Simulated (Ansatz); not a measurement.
`CC1(C)COC1=O`, relaxed with RKS PBE0-D4/def2-TZVP in Ansatz 0.2.0 from a PBE-D4/def2-SVP geometry. The force threshold is 0.005 eV/Å; the program also tests the step.

Charge 0, multiplicity 1.

Start:

```xyz
15

C     1.018   -1.033   -0.508
C    -0.010   -0.030    0.018
C     0.281    0.405    1.455
C    -0.422    1.096   -0.960
O    -1.778    0.546   -1.067
C    -1.470   -0.481   -0.199
O    -2.186   -1.366    0.179
H     1.014   -1.948    0.117
H     0.800   -1.335   -1.552
H     2.040   -0.600   -0.477
H    -0.467    1.136    1.822
H     0.258   -0.473    2.132
H     1.286    0.869    1.529
H    -0.446    2.122   -0.542
H     0.081    1.093   -1.948
```

(1) By how much does the energy fall, and how many steps does the optimiser take? (Estimate.)

(2) Which bonds change most? (Best estimate.)

(3) Give the relaxed structure. (Best estimate.)

Answers

(1) The calculation gave: 1.64 kcal/mol, in 6 steps.

(2) The calculation gave: C4–H15 from 1.109 to 1.091 Å; C4–H14 from 1.109 to 1.091 Å; O5–C6 from 1.379 to 1.362 Å; C2–C6 from 1.543 to 1.526 Å.

(3) Computed: 
```xyz
15

C     1.008   -1.026   -0.503
C    -0.011   -0.031    0.019
C     0.277    0.400    1.444
C    -0.413    1.088   -0.952
O    -1.757    0.541   -1.055
C    -1.455   -0.474   -0.199
O    -2.165   -1.346    0.173
H     1.011   -1.924    0.118
H     0.789   -1.326   -1.530
H     2.011   -0.592   -0.479
H    -0.464    1.116    1.806
H     0.263   -0.466    2.110
H     1.265    0.864    1.509
H    -0.440    2.097   -0.537
H     0.080    1.081   -1.924
```
